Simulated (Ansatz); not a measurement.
The same ligand exchange along the group B, Al, Ga.

Isolated molecules relaxed with PBE0-D4/def2-TZVP in Ansatz; ΔE leaves out vibrations. CCSD(T)/CBS adds triple-zeta CCSD(T) − MP2 to the extrapolated MP2 energy (def2 sets, frozen cores). This one scheme is used for every species. Functionals use def2-TZVPP. For Br, Ga outer-core shells are correlated without core-valence functions, which leaves a few kJ/mol of doubt a bond. Scalar relativity is left out up to krypton.

```tsv
reaction	RPA@PBE/def2-TZVPP (kJ/mol)	CCSD(T)/CBS(def2) (kJ/mol)
`BrBBr` + H–F → `FBBr` + HBr	-64	-56
`[Br][AlH][Br]` + H–F → `[F][AlH][Br]` + HBr	-28	-19
`[Br][GaH][Br]` + H–F → `[F][GaH][Br]` + HBr	35	47
```

Largest T1 diagnostic: 0.012, for `[F][GaH][Br]`.
